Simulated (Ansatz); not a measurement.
The cluster Bi2F6, relaxed as a singlet with RKS PBE-D4/def2-SVP in Ansatz, starting from the GFN1-xTB geometry. Force threshold 0.02 eV/Å.

In the def2 sets Bi takes a core potential; there is no spin–orbit coupling. The structure comes from a short search, and lower isomers may exist.

Start:

```xyz
8

Bi    0.097   -1.480   -0.073
Bi    0.773    1.817    0.061
F    -0.813    0.497    0.487
F     1.558   -0.037    0.991
F    -1.824   -1.797   -0.621
F    -0.569    2.720   -1.147
F    -0.283   -2.193    1.762
F     1.061    0.473   -1.461
```

```csv
step,energy (eV),largest force component (eV/Å),SCF passes
1,-27960.2191,1.423,22
2,-27960.3739,0.809,20
3,-27960.4399,0.160,21
4 (rejected),-27960.4214,0.624,27
5,-27960.4575,0.078,21
6,-27960.4600,0.052,21
7,-27960.4618,0.106,21
8,-27960.4632,0.040,22
9,-27960.4634,0.028,21
10,-27960.4636,0.014,22
```

Force components are those of the run's own axes.

End:

```xyz
8

Bi    0.1180   -1.5777    0.0592
Bi    0.8120    1.8330   -0.0318
F    -0.8020    0.4843    0.5164
F     1.6629   -0.0248    0.9699
F    -1.7281   -1.8975   -0.7991
F    -0.5918    2.9540   -1.0502
F    -0.4259   -2.2153    1.9273
F     0.9551    0.4440   -1.5917
```

By distances, no bond broke or formed. The bond that changes most is Bi2–F3, from 2.11 to 2.17 Å (atoms count from 1). The end is the same structure that another start reached.

No frequencies were taken in this run, so the end may be a saddle point.

Hardware: 4 threads of Arm Neoverse V1 on a shared host. Wall time 13 s.
